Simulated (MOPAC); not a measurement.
Job for MOPAC: AM1 on BrGeHS (SMILES [SH][Ge][Br]), a point of a torsion scan.

```
AM1 1SCF PRECISE CHARGE=0 THREADS=1
BrGeHS

S     -1.32457174 1     0.36900302 1     0.42023807 1
Ge     0.72724990 1     1.08267069 1    -0.21924964 1
Br     1.26169435 1    -0.52302273 1    -1.87203655 1
H     -1.44582975 1    -0.68283319 1    -0.37953792 1
```

Program output:

```
*******************************************************************************
 **                                                                           **
 **                              MOPAC v23.2.5                                **
 **                                                                           **
 *******************************************************************************
 ** MOPAC's Digital Object Identifier: https://doi.org/10.5281/zenodo.6511958 **
 **                                                                           **
 ** Please cite the open-source release paper for use of this MOPAC version:  **
 ** J. E. Moussa and J. J. P. Stewart (2026)                                  **
 ** MOPAC: An open-source semiempirical molecular orbital program             **
 ** J. Open Source Softw., 11(119), 8025, https://doi.org/10.21105/joss.08025 **
 *******************************************************************************

                              AM1 CALCULATION RESULTS

 *******************************************************************************
 *  AM1        - The AM1 Hamiltonian to be used
 *
 *
 *
 *                 CHARGE ON SYSTEM = 0
 *
 *
 *
 *  PRECISE    - TIGHTER CRITERIA TO BE USED
 *  1SCF       - DO 1 SCF AND THEN STOP
 *  THREADS=1  - MULTI-THREADING NOT USED
 *  T=         - A TIME OF 172800.0 SECONDS REQUESTED
 *  DUMP=N     - RESTART FILE WRITTEN EVERY 7200.0 SECONDS REQUESTED
 *******************************************************************************
AM1 1SCF PRECISE CHARGE=0 THREADS=1
 BrGeHS

   ATOM   CHEMICAL          X               Y               Z
  NUMBER   SYMBOL      (ANGSTROMS)     (ANGSTROMS)     (ANGSTROMS)

     1       S         -1.32457174  *   0.36900302  *   0.42023807  *
     2      Ge          0.72724990  *   1.08267069  *  -0.21924964  *
     3      Br          1.26169435  *  -0.52302273  *  -1.87203655  *
     4       H         -1.44582975  *  -0.68283319  *  -0.37953792  *



          CARTESIAN COORDINATES

    NO.       ATOM           X           Y           Z

     1         S         -1.3246      0.3690      0.4202
     2        Ge          0.7272      1.0827     -0.2192
     3        Br          1.2617     -0.5230     -1.8720
     4         H         -1.4458     -0.6828     -0.3795

  H: (AM1): M.J.S. DEWAR ET AL, J. AM. CHEM. SOC. 107 3902-3909 (1985)
  S: (AM1): M.J.S. DEWAR, Y-C YUAN, INORGANIC CHEMISTRY, 29, 3881:3890,  (1990)
 Ge: (AM1): M.J.S.Dewar and C.Jie, Organometallics, 8, 1544, (1989)
 Br: (AM1): M.J.S. DEWAR AND E. G. ZOEBISCH, THEOCHEM, 180, 1 (1988).

           Empirical Formula: H S Ge Br  =     4 atoms



      MOLECULAR POINT GROUP   :   Cs


      RHF CALCULATION, NO. OF DOUBLY OCCUPIED LEVELS = 9


 -------------------------------------------------------------------------------
 AM1 1SCF PRECISE CHARGE=0 THREADS=1
 BrGeHS



     1SCF WAS SPECIFIED, SO BFGS WAS NOT USED
     SCF FIELD WAS ACHIEVED


                              AM1 CALCULATION
                                                       MOPAC v23.2.5 Linux




          FINAL HEAT OF FORMATION =         25.02164 KCAL/MOL =     104.69055 KJ/MOL


          COSMO AREA              =        124.33 SQUARE ANGSTROMS
          COSMO VOLUME            =        117.65 CUBIC ANGSTROMS

          IONIZATION POTENTIAL    =          9.357591 EV
          HOMO LUMO ENERGIES (EV) =         -9.358 -2.825
          NO. OF FILLED LEVELS    =          9
          MOLECULAR WEIGHT        =        185.5619         POINT GROUP:  Cs

          MOLECULAR DIMENSIONS (Angstroms)

            Atom       Atom       Distance
           Br     3    S     1     3.56917
            H     4   Ge     2     2.60828
           Ge     2    S     1     0.00000


          SCF CALCULATIONS        =          1





   ATOM   CHEMICAL          X               Y               Z
  NUMBER   SYMBOL      (ANGSTROMS)     (ANGSTROMS)     (ANGSTROMS)

     1       S         -1.32457174  *   0.36900302  *   0.42023807  *
     2      Ge          0.72724990  *   1.08267069  *  -0.21924964  *
     3      Br          1.26169435  *  -0.52302273  *  -1.87203655  *
     4       H         -1.44582975  *  -0.68283319  *  -0.37953792  *

                             CARTESIAN COORDINATES

   1    S       -1.324571740     0.369003020     0.420238070
   2   Ge        0.727249900     1.082670690    -0.219249640
   3   Br        1.261694350    -0.523022730    -1.872036550
   4    H       -1.445829750    -0.682833190    -0.379537920


           Empirical Formula: H S Ge Br  =     4 atoms



      MOLECULAR POINT GROUP   :   Cs


                  EIGENVALUES
 -31.01420 -19.69173 -14.98240 -13.81727 -12.28397 -11.83172 -11.32268 -10.54413
  -9.35759  -2.82482  -1.88082  -1.39977   0.87450


              NET ATOMIC CHARGES AND DIPOLE CONTRIBUTIONS

  ATOM NO.   TYPE          CHARGE      No. of ELECS.   s-Pop       p-Pop
    1          S          -0.366356        6.3664     1.92687     4.43949
    2         Ge           0.615649        3.3844     1.43987     1.94448
    3         Br          -0.339503        7.3395     1.97269     5.36682
    4          H           0.090210        0.9098     0.90979
 DIPOLE           X         Y         Z       TOTAL
 POINT-CHG.     1.797     3.109     1.500     3.892
 HYBRID        -1.726    -3.530    -1.893     4.361
 SUM            0.072    -0.421    -0.392     0.580


          ATOMIC ORBITAL ELECTRON POPULATIONS

     Atom    s        px        py        pz
    1  S   1.92687   1.49038   1.40138   1.54773
    2 Ge   1.43987   0.65478   0.83681   0.45289
    3 Br   1.97269   1.96606   1.69781   1.70294
    4  H   0.90979

 **********************
 *                    *
 * JOB ENDED NORMALLY *
 *                    *
 **********************




 == MOPAC DONE ==
```

The run finished.

Cost: about 0.04 core-seconds (a rough figure).
